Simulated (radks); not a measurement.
The numbers below are computed, except where a source is named.
Lu25+, 46 electrons, occupied as [Kr] 4d10.

Code: a radial shooting solver on a logarithmic mesh with Libxc functionals. Model: Dirac Kohn-Sham, relativistic LDA (MacDonald-Vosko exchange, VWN5 correlation), spin-unpolarised, spherical densities, finite nucleus; Fermi nuclear charge, rms radius 5.37 fm.

Energy parts (hartree):
total: -14274.7414
kinetic: 15881.2243
electron-nucleus: -34058.6648
Hartree: 4136.3878
exchange-correlation: -233.6887

Orbitals (lengths in bohr, moments of r in powers of bohr; r(max) is where P^2 peaks; r(90%) holds 90 % of the orbital's charge):
orbital  occ.  eigenvalue (hartree)  r(90%)       <r^4>   r(max)  small-component weight
1s1/2       2             -2334.126  0.0353   7.192e-07  0.01219                7.06e-02
2s1/2       2             -422.2633   0.127   0.0001094  0.06980                1.59e-02
2p1/2       2             -404.7429   0.112  0.00006627  0.05211                1.60e-02
2p3/2       4             -364.2200   0.122  0.00009312  0.05862                1.45e-02
3s1/2       2             -118.9724   0.312    0.004020   0.1966                5.21e-03
3p1/2       2             -111.1775   0.304    0.003563   0.1844                5.15e-03
3p3/2       4             -102.4790   0.323    0.004560   0.1977                4.76e-03
3d3/2       4             -89.14541   0.295    0.003127   0.1554                4.63e-03
3d5/2       6             -87.24182   0.300    0.003372   0.1591                4.52e-03
4s1/2       2             -45.24071   0.646     0.07567   0.4357                1.93e-03
4p1/2       2             -41.98647   0.654     0.07883   0.4339                1.87e-03
4p3/2       4             -39.63404   0.687     0.09642   0.4584                1.74e-03
4d3/2       4             -34.22503   0.702      0.1024   0.4483                1.60e-03
4d5/2       6             -33.74397   0.711      0.1083   0.4554                1.57e-03
5s1/2       0             -23.09266    1.16      0.8202   0.8389                8.58e-04
5p1/2       0             -21.68256    1.19      0.9067   0.8565                8.24e-04
5p3/2       0             -20.84240    1.24       1.055   0.8937                7.86e-04

The highest occupied level is 4d5/2 at -918.22 eV. The density falls to 0.001 e/bohr^3 at r = 1.32 bohr.
